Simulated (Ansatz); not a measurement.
Basis sets compared for Si6Cl6 prismane (Si₆Cl₆). The state is a singlet with charge 0. Geometry PBE0-D4/def2-SVP. Ansatz on 4 threads of Arm Neoverse V2 on a shared host; times are rough, and most runs start from earlier orbitals.

```tsv
atom	x (Å)	y (Å)	z (Å)
Si1	-0.962	-0.593	1.428
Cl2	-2.040	-1.319	3.033
Si3	-1.393	1.165	-0.142
Cl4	-2.973	2.477	-0.362
Si5	0.582	1.227	1.213
Cl6	1.298	2.611	2.570
Si7	1.763	0.028	-0.453
Cl8	3.773	0.098	-0.925
Si9	0.220	-1.792	-0.239
Cl10	0.438	-3.834	-0.461
Si11	-0.211	-0.034	-1.808
Cl12	-0.495	-0.034	-3.855
```

Binding counts from free atoms (Si triplet, Cl doublet) in the same basis, without a counterpoise term.

| level | functions | energy (Eh) | HOMO (eV) | LUMO (eV) | binding per atom (eV) | wall time |
| --- | --- | --- | --- | --- | --- | --- |
| HF/STO-3G | 108 | -4441.4010 | -7.04 | 4.34 | 3.06 | 1.2 s |
| HF/6-31G | 156 | -4490.2329 | -9.76 | -1.11 | 1.37 | 3.4 s |
| PBE-D4/def2-SVP | 216 | -4495.0623 | -6.00 | -4.33 | 3.48 | 5.5 s |
| PBE0-D4/def2-SVP | 216 | -4495.4340 | -7.03 | -3.77 | 3.38 | 9.5 s |

Estimate the rows for PBE-D4/def2-TZVP, PBE0-D4/def2-TZVP (with forces).


| level | functions | energy (Eh) | HOMO (eV) | LUMO (eV) | binding per atom (eV) | wall time |
| --- | --- | --- | --- | --- | --- | --- |
| PBE-D4/def2-TZVP | 444 | -4496.6453 | -6.07 | -4.52 | 3.53 | 13 s |
| PBE0-D4/def2-TZVP (with forces) | 444 | -4497.0035 | -7.01 | -3.88 | 3.45 | 44 s |
